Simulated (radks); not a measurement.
Values are calculated unless marked as measured or tabulated.
Q: Ionisation of the cobalt ion Co2+, [Ar] 3d7, to Co3+, [Ar] 3d6, under several functionals. Dirac Kohn-Sham, spin-unpolarised, spherical densities, finite nucleus; open shells fill j = l - 1/2 first; a radial shooting solver on a logarithmic mesh with Libxc functionals. Known Delta-SCF values: BP86 35.822 eV. What does exchange-only PBE give, and what is its highest occupied eigenvalue?

A: 34.645 eV by Delta-SCF; the 3d5/2 eigenvalue is -25.929 eV. NIST: 33.5 eV (semi-empirical).

Beside tabulated values, note that spin-unpolarised runs miss the spin-polarisation part of the exchange energy of open shells.
